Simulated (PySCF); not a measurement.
# A small calculation by hand: oscillator strength and radiative lifetime

WF2H4, SMILES [F][WH4][F], multiplicity 1.

The structure is a stationary point at PBE0-D3(BJ)/def2-TZVP. A frequency run showed that this geometry is not a minimum. The multiplicity is an assumed one; other spin states were not compared. The def2 effective core potentials stand for the cores of W; spin–orbit coupling is left out.

TDDFT-B3LYP/def2-SVPD run with PySCF puts the first singlet state with f over 0.02 at 3.83 eV (vertical), with the transition dipole (-0.492, 0.000, 0.000) in atomic units.

Task: Find the oscillator strength, the wavelength and the radiative lifetime that this transition would have in vacuum if emission retraced absorption.

Result: 
|μ|² = 0.2421 au, so |μ| = 1.25 D. ΔE = 3.83/27.211 = 0.1407 hartree. f = (2/3) ΔE |μ|² = 0.023 (the program prints 0.023).
λ = 1239.84/3.83 = 324 nm; ν = 30891 cm⁻¹.
Einstein's coefficient A = 0.6670 ν² f s⁻¹ (ν in cm⁻¹) = 1.4e7 s⁻¹, so τ = 1/A = 69 ns. This state is S3; the lower singlets have f = 0.000, 0.000. The figure is the radiative limit of this one transition; relaxation, internal conversion, crossing to triplets and a medium change what is measured.
